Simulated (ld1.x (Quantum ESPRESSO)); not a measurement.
What one change does to a pseudopotential (vanadium, TM)

* Element: V
* Generator: ld1.x (Quantum ESPRESSO) 7.5
* Type: norm-conserving Troullier–Martins (Kleinman–Bylander form)
* Functional: PBE
* Relativity: scalar-relativistic
* Frozen core: [Ne] 3s2
* Valence charge: 11
* Reference configuration: 3p6 3d3 4s1 4p0 (charge +1)
* Partial waves: 4s (bound): rc 2.55 bohr; 3p (bound): rc 1.50 bohr; 3d (bound): rc 1.80 bohr
* Local potential: all-electron potential smoothed inside 1.45 bohr (lloc = -1)
* Core correction: none

Change: core correction a·sin(br)/r model core inside 0.60 bohr.

Cutoffs: the cutoffs (Ry, on a coarse ladder) from which the occupation-weighted sum of valence levels, in a spherical-Bessel basis at the reference potential, stays within 10 and 1 mRy of its value at 400 Ry; they do not see the model core or the augmentation charge, which bear on the density cutoff. Errors are all-electron minus pseudo energies relative to the spin-unpolarised reference configuration.

What does the change do?

The potential gets neither clearly harder nor softer (70 Ry and 90 Ry → 70 Ry and 90 Ry); both files keep a bound ghost (s); of the 7 tests that both files solve, the error grows in 4 and shrinks in 3 by more than 15 % and 0.3 meV (median size 6.5 → 9.3 meV). A model core, the more so a compact one, raises the density cutoff, which this test does not measure.

```csv
quantity,base,changed
"cutoff, loose",70 Ry,70 Ry
"cutoff, tight",90 Ry,90 Ry
bound ghosts,s,s
"error for 3p6 3d3 4s2 4p0, meV [ΔE -7.73 eV]",+1.1,-2.5
"error for 3p6 3d3 4s0 4p0, meV [ΔE 14.30 eV]",+5.4,-9.3
"error for 3p6 3d2 4s0 4p0, meV [ΔE 43.19 eV]",+134,+70
"error for 3p6 3d3 4s0 4p1, meV [ΔE 4.10 eV]",+2.7,+0.2
"error for 3p6 3d2 4s2 4p0, meV [ΔE 3.24 eV]",-66,-85
"error for 3p6 3d3 4s0 4p2, meV [ΔE -0.88 eV]",+6.5,+4.4
"error for 3p6 3d4 4s0 4p0, meV [ΔE -0.54 eV]",-49,-59
s: phases at 2.74 bohr within 0.05 rad from the reference energy up to (Ry; the scan ends near 5),n/a,n/a
p: phases at 2.74 bohr within 0.05 rad from the reference energy up to (Ry; the scan ends near 5),5.0,5.0
d: phases at 2.74 bohr within 0.05 rad from the reference energy up to (Ry; the scan ends near 5),0.7,0.7
```

 A true bound ghost makes a file unfit for plane-wave use even where its test errors are small: the radial tests pick states by their node count and pass the ghost by.
